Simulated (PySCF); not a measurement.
Spinor energies of Tl⁷²⁺ (thallium, charge +72)

Start: [He] 2s2 2p5; 2p1/2 filled at m_j = -1/2, +1/2; 2p3/2 filled at m_j = -1/2, +1/2, +3/2. Calculated with PySCF 2.14 in an uncontracted even-tempered set (16 s from 60 bohr⁻², ratio 2.4; 13 p from 79 bohr⁻², ratio 2.4; 5 d from 270 bohr⁻², ratio 2.6; 4 f from 400 bohr⁻², ratio 2.6): generalised Hartree-Fock with the X2C-1e Hamiltonian and a Gaussian nucleus; one run each with spin-orbit coupling (SO) switched off, then screened by Boettger's factors.

```csv
spinor shell,electrons,"ε, spin-free (eV)","ε, screened SO (eV)",weight of nominal j (screened SO),"rms radius, screened SO (bohr)"
1s1/2,2,-93300.7,-93254.8,1.000,0.0184
2s1/2,2,-22134.5,-22121.5,1.000,0.0727
2p1/2,2,-20076.5,-21628.1,1.000,0.0613
2p3/2,3,-20076.5,-19471.6,1.000,0.0689
```

```csv
quantity,spin-free,screened SO
E (hartree),-12799.40477,-12848.68715
M_J,3/2,3/2
⟨J²⟩,3.750,3.750
⟨L²⟩,2.000,2.039
⟨S²⟩,0.750,0.789
```

Each row is a mean over spinors that exchange with the open shell spreads, by up to 72.687 eV (2s1/2).

Breit and QED terms are absent; they matter most for the inner s and p1/2 levels.

Densities and radii are taken from the X2C orbitals without a picture-change correction, which distorts them close to the nucleus.

Without spin-orbit coupling the j labels of p, d and f shells carry no meaning; the spin-free column gives the mean over the occupied spinors of each nl shell.
